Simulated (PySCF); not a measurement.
Levels of Ge¹⁹⁺ from EOM-EA-GCCSD

Reference: closed-shell Ge²⁰⁺, [Ne] 3s2; one electron is added. Calculated with PySCF 2.14, two-component X2C-1e with screened spin-orbit coupling, an even-tempered Gaussian basis (18 s from 0.74 bohr⁻², ratio 2.6; 13 p from 0.96 bohr⁻², ratio 2.6; 7 d from 0.99 bohr⁻², ratio 2.8; 4 f from 16 bohr⁻², ratio 2.8); frozen 1s2; the 48 highest virtual spinors dropped; of the others 56 kept and the rest restored at second order. No Breit or QED terms. Binding energies in eV.

| level | Koopmans | second order | EOM-CCSD |
| --- | --- | --- | --- |
| 3p1/2 | 747.68 | 749.46 | 749.28 |
| 3p3/2 | 740.60 | 742.43 | 742.33 |
| 3d3/2 | 665.93 | near a pole | 663.27 |
| 3d5/2 | 664.79 | near a pole | 662.53 |

Electric-dipole lines between these computed levels:

```json
{"lower": "3p1/2", "upper": "3d3/2", "ΔE (eV)": "86.007", "vacuum wavelength (nm)": "14.42"}
{"lower": "3p3/2", "upper": "3d3/2", "ΔE (eV)": "79.060", "vacuum wavelength (nm)": "15.68"}
{"lower": "3p3/2", "upper": "3d5/2", "ΔE (eV)": "79.803", "vacuum wavelength (nm)": "15.54"}
```

In EOM-CCSD the overlap with the one-orbital guess is low for 3d3/2 (weight 0.81), 3d5/2 (weight 0.60). That can mean mixing with two-particle, one-hole states, where second order and EOM-CCSD lose accuracy, or only a rotation among the degenerate components of the shell; the terms of those configurations are not listed.

For comparison, the ionisation energy of Ge¹⁹⁺ is 744 ± 3 eV (semi-empirical (NIST evaluation); NIST Atomic Spectra Database, ionization energies).

Only part of the computed levels is shown.
